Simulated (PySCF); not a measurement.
Computed IR spectrum (relative IR intensity) of a molecule C₄H₄ClI. Geometry: PBE-D3(BJ)/def2-SVP. The def2 effective core potentials stand for the cores of I; spin–orbit coupling is left out. The values are those of a single conformer. These are PySCF 2.14.0 with PBE-D3(BJ)/def2-SVP values and carry that method's errors. Frequencies are harmonic and unscaled.

```
ν (cm⁻¹)  relative intensity
--------  ------------------
394                       11
643                       57
691                      100
707                       26
740                       39
904                       62
934                       35
977                       21
1082                      96
1366                      24
1563                     5.0
1646                     5.0
3168                      30
```

Question: Which structure fits?
A. C=C(Cl)/C=C\I
B. C=C/C(I)=C\Cl
C. Cl/C=C\C=C/I
D. C=C/C(Cl)=C\I

Answer: D, C=C/C(Cl)=C\I
